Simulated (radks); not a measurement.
K2+, configuration [Ne] 3s2 3p4 4s1 (not the ground configuration). All-electron calculation, Dirac Kohn-Sham, PBE, spin-unpolarised, spherical densities, finite nucleus; open shells fill j = l - 1/2 first; Fermi nuclear charge, rms radius 3.4349 fm. Program: a radial shooting solver on a logarithmic mesh with Libxc functionals.

Spin-orbit splittings of the eigenvalues, e(l+1/2) - e(l-1/2), with zeta = 2 splitting/(2l+1) and mean radii in bohr:

shell  occ.  splitting (eV)  zeta (eV)  <r> j=l-1/2  <r> j=l+1/2
2p        6           2.902      1.935       0.3482       0.3507
3p        4               ?          ?        1.302        1.308

Estimate the 3p splitting.

Answer. 0.3229 eV (zeta = 0.2153 eV).
